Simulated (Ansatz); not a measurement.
One change: `C[SiH](Cl)[GeH3]` becomes `N[SiH](Cl)[GeH3]`.

Ansatz, PBE0-D4/def2-TZVP geometries, multiplicity 1. Each molecule was computed in one conformer, which needn't be the lowest.

Scalar relativity is left out up to krypton.

| property | `C[SiH](Cl)[GeH3]` |
| --- | --- |
| HOMO energy (PBE/def2-TZVPP) / eV | -6.75 |
| HOMO energy (ωB97M-V/def2-TZVPP) / eV | -9.94 |
| size of the dipole moment (ωB97M-V/def2-TZVPP) / D | 1.72 |
| HOMO–LUMO gap (ωB97M-V/def2-TZVPP) / eV | 11.73 |
| HOMO–LUMO gap (PBE/def2-TZVPP) / eV | 5.85 |
| LUMO energy (ωB97M-V/def2-TZVPP) / eV | 1.79 |

Problem. What does the change do to each property? (Best estimate.)

Solution. Computed: 
| property | `N[SiH](Cl)[GeH3]` | shift |
| --- | --- | --- |
| HOMO energy (PBE/def2-TZVPP) / eV | -6.57 | 0.18 |
| HOMO energy (ωB97M-V/def2-TZVPP) / eV | -9.96 | -0.02 |
| size of the dipole moment (ωB97M-V/def2-TZVPP) / D | 1.93 | 0.21 |
| HOMO–LUMO gap (ωB97M-V/def2-TZVPP) / eV | 11.56 | -0.17 |
| HOMO–LUMO gap (PBE/def2-TZVPP) / eV | 5.71 | -0.14 |
| LUMO energy (ωB97M-V/def2-TZVPP) / eV | 1.59 | -0.20 |

Dipoles are sizes alone; their direction can turn.
